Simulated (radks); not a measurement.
The numbers below are computed, except where a source is named.
The xenon ion Xe11+, configuration [Kr] 4d7.

Code: a radial shooting solver on a logarithmic mesh with Libxc functionals. Model: scalar-relativistic Kohn-Sham, PBE, spin-unpolarised, spherical densities, point nucleus.

Energy parts (eV):
| part | energy |
|---|---|
| total | -201608.225 |
| kinetic | 212077.796 |
| electron-nucleus | -479217.981 |
| Hartree | 70418.110 |
| exchange-correlation | -4886.150 |

Orbitals (lengths in bohr, moments of r in powers of bohr):
orbital,occ.,eigenvalue (eV),<r^4>,<r>,<r^2>
1s,2,-34582.06,2.434e-06,0.02666,0.0009637
2s,2,-5557.153,0.0004117,0.1146,0.01549
2p,6,-5007.788,0.0002983,0.1003,0.01228
3s,2,-1297.081,0.01734,0.3059,0.1069
3p,6,-1119.636,0.01814,0.3038,0.1070
3d,10,-857.1503,0.01555,0.2800,0.09260
4s,2,-388.4758,0.4344,0.6990,0.5499
4p,6,-330.4751,0.5539,0.7367,0.6145
4d,7,-244.7031,0.8467,0.8025,0.7395
5s,0,-168.2274,6.843,1.420,2.242
5p,0,-148.3319,9.152,1.523,2.586

The highest occupied level is 4d at -244.70 eV. The density falls to 0.001 e/bohr^3 at r = 2.02 bohr. For comparison, the ionisation energy in NIST's Atomic Spectra Database is 255 eV (theoretical). In exact Kohn-Sham theory the highest level is minus the ionisation energy, but local and semilocal functionals leave it too shallow, through self-interaction and a potential that decays too fast; potentials with the right tail come closer.

Beside tabulated values, note that spin-unpolarised runs miss the spin-polarisation part of the exchange energy of open shells.
